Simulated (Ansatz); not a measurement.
Two isomers of C2H8SiSn: A = `C[SiH]1[CH2][SnH2]1`, B = `[SiH3][SnH]1[CH2][CH2]1`.

Program: Ansatz. Geometries: PBE0-D4/def2-TZVP. ΔE: electronic, gas phase. CCSD(T)/CBS is the MP2 limit (def2-TZVPP, def2-QZVPP) plus CCSD(T) − MP2 in def2-TZVPP, frozen cores. Functionals use def2-TZVPP. B3LYP here is the variant with VWN-RPA as its local correlation; programs differ in this. def2 core potentials past Kr. For Sn outer-core shells are correlated without core-valence functions, which leaves a few kJ/mol of doubt a bond.

A:

```xyz
12

C     1.537    0.446   -1.241
Si   -0.029    0.748   -0.276
C    -1.293   -0.604   -0.154
Sn   -0.458   -0.334    1.910
H     2.309    1.169   -0.969
H     1.920   -0.557   -1.046
H     1.339    0.537   -2.313
H    -0.570    2.121   -0.450
H    -1.054   -1.567   -0.600
H    -2.343   -0.350   -0.274
H     0.308   -1.767    2.412
H    -1.666    0.157    3.000
```

B:

```xyz
12

Si   -1.946   -0.190    0.388
Sn   -0.038   -1.313   -1.036
C     1.937   -0.257    0.002
C     1.042    0.743    0.247
H    -2.139    1.282    0.255
H    -3.238   -0.834    0.009
H    -1.729   -0.472    1.838
H    -0.087   -0.126   -2.339
H     2.214   -0.962    0.777
H     2.561   -0.240   -0.885
H     0.554    0.830    1.211
H     0.870    1.538   -0.467
```

Q: Which is lower in electronic energy at CCSD(T)/CBS, and by how much? (Best estimate.)

A: Computed: A, by 21.2 kJ/mol.

Q: Give E(B) − E(A) in kJ/mol with r2SCAN-D4, B2PLYP, HF/def2-TZVPP, B3LYP, PBE-D4, CCSD(T)/def2-TZVPP, B3LYP-D4. (Estimate.)

A: Ansatz gave: r2SCAN-D4 21.7, B2PLYP 12.0, HF/def2-TZVPP 10.7, B3LYP 2.5, PBE-D4 10.8, CCSD(T)/def2-TZVPP 23.6, B3LYP-D4 -1.3. The order is the other way round with B3LYP-D4.

Largest T1 diagnostic: 0.016.

In def2-TZVPP, CCSD(T) changes the Hartree–Fock value by +13.0 kJ/mol (the triples alone add −1.3 kJ/mol) and MP2 by +17.3 kJ/mol. From PBE to PBE0 (25 % exact exchange), in def2-TZVPP and without D4, E(B) − E(A) moves by +13.4 kJ/mol.
